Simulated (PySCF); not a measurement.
C4H9Cl, charge +1, doublet, geometry from GFN2-xTB (a state made from the parent by changing its charge; the spin is typed, not shown lowest); B3LYP/6-31G run with PySCF.

PySCF was given this input:
```python
from pyscf import gto, scf, dft

mol = gto.Mole()
mol.atom = '''
    C    -0.358037    1.429191   -0.663454
    C    -0.012412   -0.074501   -0.331390
    C     1.313571   -0.408228   -0.972574
    C    -1.177419   -0.934075   -0.761056
    Cl    0.127685   -0.021096    1.451272
    H    -0.461406    1.483310   -1.746262
    H    -1.290776    1.725600   -0.192537
    H     0.439928    2.090951   -0.339497
    H     2.113531    0.259249   -0.655723
    H     1.620463   -1.419981   -0.697755
    H     1.228264   -0.357292   -2.055882
    H    -1.295876   -0.890136   -1.841550
    H    -2.115399   -0.633475   -0.296632
    H    -1.003590   -1.973917   -0.474938
'''
mol.basis = '6-31g'
mol.charge = 1
mol.spin = 1
mol.verbose = 4
mol.build()

mf = dft.ROKS(mol)
mf.xc = 'b3lyp'
mf.kernel()
mf.analyze()
```

It wrote (shortened):

```
PySCF version 2.14.0

[INPUT] verbose = 4
[INPUT] num. atoms = 14
[INPUT] num. electrons = 49
[INPUT] charge = 1
[INPUT] spin (= nelec alpha-beta = 2S) = 1
[INPUT] symmetry False subgroup None
[INPUT] Mole.unit = angstrom
[INPUT] Symbol           X                Y                Z      unit          X                Y                Z       unit  Magmom
[INPUT]  1 C     -0.358037000000   1.429191000000  -0.663454000000 AA   -0.676591872461   2.700779569693  -1.253746356247 Bohr   0.0
[INPUT]  2 C     -0.012412000000  -0.074501000000  -0.331390000000 AA   -0.023455280658  -0.140786486006  -0.626236340420 Bohr   0.0
[INPUT]  3 C      1.313571000000  -0.408228000000  -0.972574000000 AA    2.482289435171  -0.771439116379  -1.837898495873 Bohr   0.0
[INPUT]  4 C     -1.177419000000  -0.934075000000  -0.761056000000 AA   -2.224999443859  -1.765145929803  -1.438187405457 Bohr   0.0
[INPUT]  5 Cl     0.127685000000  -0.021096000000   1.451272000000 AA    0.241289680215  -0.039865662324   2.742506612250 Bohr   0.0
[INPUT]  6 H     -0.461406000000   1.483310000000  -1.746262000000 AA   -0.871930972231   2.803049657829  -3.299956921735 Bohr   0.0
[INPUT]  7 H     -1.290776000000   1.725600000000  -0.192537000000 AA   -2.439213128162   3.260911400549  -0.363842198845 Bohr   0.0
[INPUT]  8 H      0.439928000000   2.090951000000  -0.339497000000 AA    0.831343434528   3.951324729885  -0.641556350111 Bohr   0.0
[INPUT]  9 H      2.113531000000   0.259249000000  -0.655723000000 AA    3.993994745778   0.489909608067  -1.239136883578 Bohr   0.0
[INPUT] 10 H      1.620463000000  -1.419981000000  -0.697755000000 AA    3.062231264991  -2.683375192086  -1.318565852046 Bohr   0.0
[INPUT] 11 H      1.228264000000  -0.357292000000  -2.055882000000 AA    2.321082568663  -0.675184026498  -3.885053924423 Bohr   0.0
[INPUT] 12 H     -1.295876000000  -0.890136000000  -1.841550000000 AA   -2.448850731397  -1.682113253616  -3.480025144693 Bohr   0.0
[INPUT] 13 H     -2.115399000000  -0.633475000000  -0.296632000000 AA   -3.997524754179  -1.197094256759  -0.560553239782 Bohr   0.0
[INPUT] 14 H     -1.003590000000  -1.973917000000  -0.474938000000 AA   -1.896510241352  -3.730162522623  -0.897502746149 Bohr   0.0

nuclear repulsion = 242.256418066304
number of shells = 45
number of NR pGTOs = 170
number of NR cGTOs = 67
basis = 6-31g
ecp = {}

******** <class 'pyscf.dft.roks.ROKS'> ********
method = ROKS
initial guess = minao
damping factor = 0
level_shift factor = 0
DIIS = <class 'pyscf.scf.diis.CDIIS'>
diis_start_cycle = 1
diis_space = 8
diis_damp = 0
SCF conv_tol = 1e-09
SCF conv_tol_grad = None
SCF max_cycles = 50
direct_scf = True
direct_scf_tol = 1e-13
num. doubly occ = 24  num. singly occ = 1
XC library pyscf.dft.libxc version 7.1.2
    S. Lehtola, C. Steigemann, M. J. T. Oliveira, and M. A. L. Marques,  SoftwareX 7, 1–5 (2018)
XC functionals = b3lyp
    P. J. Stephens, F. J. Devlin, C. F. Chabalowski, and M. J. Frisch,  J. Phys. Chem. 98, 11623 (1994)
radial grids:
    Treutler-Ahlrichs [JCP 102, 346 (1995); DOI:10.1063/1.469408] (M4) radial grids

becke partition: Becke, JCP 88, 2547 (1988); DOI:10.1063/1.454033
pruning grids: <function nwchem_prune>
grids dens level: 3
symmetrized grids: False
atomic radii adjust function: <function treutler_atomic_radii_adjust>
small_rho_cutoff = 0
Set gradient conv threshold to 3.16228e-05
tot grids = 163624
init E= -618.262102178533
  HOMO = -0.33333768275758  LUMO = -0.0161231124663292  gap/eV = 8.63185
cycle= 1 E= -617.574317170763  delta_E= 0.688  |g|=  0.4  |ddm|= 2.27
  HOMO = -0.53928469645592  LUMO = -0.256424500327909  gap/eV = 7.69702
cycle= 2 E= -617.504004456737  delta_E= 0.0703  |g|= 0.575  |ddm|= 0.891
  HOMO = -0.498109492634732  LUMO = -0.188209009598926  gap/eV = 8.43282
cycle= 3 E= -617.603941682001  delta_E= -0.0999  |g|= 0.199  |ddm|= 0.726
  HOMO = -0.511180083084604  LUMO = -0.191065098925618  gap/eV = 8.71077
cycle= 4 E= -617.619220755454  delta_E= -0.0153  |g|= 0.0436  |ddm|= 0.232
  HOMO = -0.514560556313575  LUMO = -0.196338012721767  gap/eV = 8.65928
cycle= 5 E= -617.619502919615  delta_E= -0.000282  |g|= 0.0323  |ddm|= 0.0578
  HOMO = -0.513081084967537  LUMO = -0.196059012984948  gap/eV = 8.62661
cycle= 6 E= -617.619822799979  delta_E= -0.00032  |g|= 0.0116  |ddm|= 0.024
  HOMO = -0.513555695304155  LUMO = -0.196145395271151  gap/eV = 8.63717
cycle= 7 E= -617.619860557861  delta_E= -3.78e-05  |g|= 0.00495  |ddm|= 0.00839
  HOMO = -0.514173041215086  LUMO = -0.196630459489646  gap/eV = 8.64077
cycle= 8 E= -617.619869391157  delta_E= -8.83e-06  |g|= 0.00184  |ddm|= 0.00404
  HOMO = -0.514353799354877  LUMO = -0.196681526487749  gap/eV = 8.64430
cycle= 9 E= -617.619870718155  delta_E= -1.33e-06  |g|= 0.000104  |ddm|= 0.00217
  HOMO = -0.514344562359556  LUMO = -0.196679304222324  gap/eV = 8.64411
cycle= 10 E= -617.61987072274  delta_E= -4.58e-09  |g|= 2.1e-05  |ddm|= 0.000167
  HOMO = -0.514346566360922  LUMO = -0.196680608626571  gap/eV = 8.64413
cycle= 11 E= -617.619870722897  delta_E= -1.58e-10  |g|= 1.04e-05  |ddm|= 3.02e-05
  HOMO = -0.514349156092922  LUMO = -0.196681970577815  gap/eV = 8.64416
Extra cycle  E= -617.619870722609  delta_E= 2.88e-10  |g|= 2.83e-05  |ddm|= 4.43e-05
converged SCF energy = -617.619870722609
**** SCF Summaries ****
Total Energy =                        -617.619870722609335
Nuclear Repulsion Energy =             242.256418066303695
One-electron Energy =                -1315.360271155507235
Two-electron Energy =                  455.483982366594205
Two-electron Coulomb Energy =          508.525225981443384
DFT Exchange-Correlation Energy =      -53.041243614849179
HOMO-LUMO gap [eV] =                     8.644164410938547
**** MO energy ****
                Roothaan           | alpha              | beta
MO #1   energy= -101.810604602062  | -101.812638086872  | -101.808571117253  occ= 2
MO #2   energy= -10.50499169747    | -10.5061753625092  | -10.5038080324292  occ= 2
MO #3   energy= -10.413981092366   | -10.4154992397722  | -10.4124629449642  occ= 2
MO #4   energy= -10.3811033844268  | -10.3813917126335  | -10.3808150562201  occ= 2
MO #5   energy= -10.381075925424   | -10.3813647563498  | -10.3807870944983  occ= 2
MO #6   energy= -9.7430159449524   | -9.74490411081731  | -9.74112777908746  occ= 2
MO #7   energy= -7.5036638353888   | -7.50675662916794  | -7.50057104159396  occ= 2
MO #8   energy= -7.50143392586643  | -7.50600291222714  | -7.49686493948726  occ= 2
MO #9   energy= -7.49238555674413  | -7.49345872229298  | -7.49131239119528  occ= 2
MO #10  energy= -1.1460342270071   | -1.15553045988582  | -1.13653799297717  occ= 2
MO #11  energy= -1.00911535194504  | -1.01721804085624  | -1.00101266222546  occ= 2
MO #12  energy= -0.917327473458027 | -0.922528960366153 | -0.912125981359131 occ= 2
MO #13  energy= -0.913088127477335 | -0.914545760040426 | -0.911630494914243 occ= 2
MO #14  energy= -0.777361014694252 | -0.782571487804445 | -0.772150538621716 occ= 2
MO #15  energy= -0.696800968636186 | -0.699729550186203 | -0.693872413079295 occ= 2
MO #16  energy= -0.674554158460338 | -0.67691174602238  | -0.672196570898196 occ= 2
MO #17  energy= -0.670141208291142 | -0.679410071628463 | -0.660872425737609 occ= 2
MO #18  energy= -0.621083993426646 | -0.626359642184087 | -0.615808548234432 occ= 2
MO #19  energy= -0.614596664828606 | -0.616073197374551 | -0.613120132282514 occ= 2
MO #20  energy= -0.584319754857744 | -0.587279036291515 | -0.581360542179611 occ= 2
MO #21  energy= -0.578648891866777 | -0.58069805753702  | -0.576599726197051 occ= 2
MO #22  energy= -0.570741754550245 | -0.571804747253862 | -0.569678761846638 occ= 2
MO #23  energy= -0.566399616549647 | -0.576739604100014 | -0.556060605458363 occ= 2
MO #24  energy= -0.548479117306216 | -0.552642632300806 | -0.544315602311506 occ= 2
MO #25  energy= -0.514349156092922 | -0.562153571424804 | -0.466543300376513 occ= 1
MO #26  energy= -0.196681970577815 | -0.200636945581702 | -0.192726996002945 occ= 0
MO #27  energy= -0.103543704454994 | -0.104873412644856 | -0.102213995796296 occ= 0
MO #28  energy= -0.0519120648438345 | -0.0562785720024023 | -0.0475455569682521 occ= 0
MO #29  energy= -0.0449660254313686 | -0.0461203983748818 | -0.0438116531700556 occ= 0
MO #30  energy= -0.0429339643618891 | -0.0439249225617788 | -0.0419430061619943 occ= 0
MO #31  energy= -0.0239480776067915 | -0.025740367796625 | -0.0221558083060853 occ= 0
MO #32  energy= -0.018527990795836 | -0.0190907480704273 | -0.0179652335212561 occ= 0
MO #33  energy= -0.00541389024610184 | -0.00744079268670926 | -0.00338698948626883 occ= 0
 ** Mulliken pop on meta-lowdin orthogonal AOs  **
 ** Mulliken pop  **
 ** Mulliken atomic charges  **
charge of    0C =     -0.26806
charge of    1C =      0.12132
charge of    2C =     -0.31600
charge of    3C =     -0.31598
charge of    4Cl =      0.34577
charge of    5H =      0.18068
charge of    6H =      0.15767
charge of    7H =      0.15767
charge of    8H =      0.15095
charge of    9H =      0.15998
charge of   10H =      0.15755
charge of   11H =      0.15754
charge of   12H =      0.15095
charge of   13H =      0.15998

WARN: System has nonzero charge 1; the dipole moment is origin-dependent.
Location of origin: [0. 0. 0.]

Dipole moment(X, Y, Z, Debye): -0.19079,  0.34648, -1.38615
```
